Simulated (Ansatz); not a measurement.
Ansatz results at the PBE0-D4/def2-TZVP geometry: HOMO energy (ωB97M-V/def2-TZVPP) -9.88 eV; HOMO–LUMO gap (ωB97M-V/def2-TZVPP) 11.09 eV; HOMO–LUMO gap (B3LYP/def2-TZVPP) 6.03 eV.

Each molecule was computed in one conformer, which needn't be the lowest.

Problem. Which molecule gave them?
A. `BCN=C=C`
B. `N=C[Si](N)(O)F`
C. `CO[CH2][GeH3]`
D. `C=N[Si](N)(O)F`

Solution. B. The others give `C=N[Si](N)(O)F`: -9.56, 10.92, 5.83; `CO[CH2][GeH3]`: -10.03, 12.49, 7.99; `BCN=C=C`: -8.80, 9.12, 4.52.

B3LYP here is the variant with VWN-RPA as its local correlation; programs differ in this.
